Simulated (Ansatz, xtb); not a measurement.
# Two isomers of CH7NOSi3

We compare a, `N#C[SiH2][Si@@H](O)[SiH3]`, a singlet, with b, `N#C[Si@@H](O)[SiH2][SiH3]`, a singlet. Both are isolated molecules in the gas phase, relaxed with PBE0-D3(BJ)/def2-SVP; each stands in its lowest conformer found.

Problem. Estimate which is lower in electronic energy at CCSD(T)/def2-SVP + ΔMP2/def2-TZVPP, and by roughly how much.

Solution. The CCSD(T)/def2-SVP + ΔMP2/def2-TZVPP calculation puts structure b lower, by 4.0 kcal/mol.

The same difference at several levels:

```csv
level,geometry,E(b) − E(a) (kcal/mol),departure from the last row (kcal/mol),"job, with rough time for the two"
PBE0-D3(BJ)/def2-SVP,PBE0-D3(BJ)/def2-SVP,−4.6,−0.6,"optimisation, 92 s"
HF/def2-SVP,PBE0-D3(BJ)/def2-SVP,−4.9,−0.9,part of the CCSD(T) run
MP2/def2-SVP,PBE0-D3(BJ)/def2-SVP,−5.5,−1.5,part of the CCSD(T) run
CCSD(T)/def2-SVP,PBE0-D3(BJ)/def2-SVP,−5.2,−1.2,single point
CCSD(T)/def2-SVP + ΔMP2/def2-TZVPP,PBE0-D3(BJ)/def2-SVP,−4.0,,"single point, 30 s"
```

As drawn, both hold the same kinds of bond in the same numbers.

None of the levels shown reverses the order. The largest departure from CCSD(T)/def2-SVP + ΔMP2/def2-TZVPP is that of MP2/def2-SVP, 1.5 kcal/mol. Levels run at GFN2-xTB geometries aren't shown. The last row adds to CCSD(T) the change of the MP2 difference between the two basis sets, here +1.2 kcal/mol.

With thermal terms from frequencies at re-optimised GFN2-xTB minima (ideal gas, soft modes damped towards free rotors, one conformer each, 298.15 K, 1 atm): on the last row, ΔE + ΔZPE = −3.9, ΔH = −3.9, ΔG = −4.0 kcal/mol.

The correlated steps freeze 18 core orbitals. Codes used: Ansatz 0.2.0, xtb 6.7.1; the last row on 2 threads of Intel(R) Xeon(R) 6975P-C (Granite Rapids) on a shared host.
